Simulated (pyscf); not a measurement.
H₃C–CH(CH₃)–O⁻ → H₃C–C⁻(CH₃)–OH, a hydrogen shift (singlet surface; C–H broken, H–O formed). Single points on ωB97X-D3(BJ)/def2-SVPD structures (PySCF, gas phase). Energies in kcal/mol from the reactant's lowest minimum found.

Small-basis levels: PySCF, no dispersion term, spherical d functions. GFN2-xTB: tblite. Cost: rough CPU time at the saddle relative to B3LYP/6-31G*, from one job on a shared machine.

| level | barrier | reaction energy | cost |
|---|---|---|---|
| HF/3-21G | 67.0 | +28.1 | 0.05 |
| HF/6-31G* | 75.7 | +41.7 | 0.07 |
| MP2/6-31G* | 61.7 | +41.1 | 0.10 |
| SVWN5/6-31G* | 54.5 | +35.5 | 1.0 |
| PBE/6-31G* | 56.6 | +37.3 | 2 |
| B3LYP/6-311+G** | 56.8 | +33.6 | 2 |
| PBE/def2-SVP | 51.9 | +31.5 | 2 |
| B3LYP/def2-SVP | 56.5 | +32.1 | 1 |
| GFN2-xTB | 69.5 | +35.8 | under 0.02 |
| ωB97M-D3(BJ)/def2-TZVPD | 56.8 | +33.4 | – |

Against the last row the barrier runs from -5.0 (PBE/def2-SVP) to +18.9 kcal/mol (HF/6-31G*). ωB97M-D3(BJ)/def2-TZVPD has limits of its own. One saddle was located; it need not be the lowest between these sides.
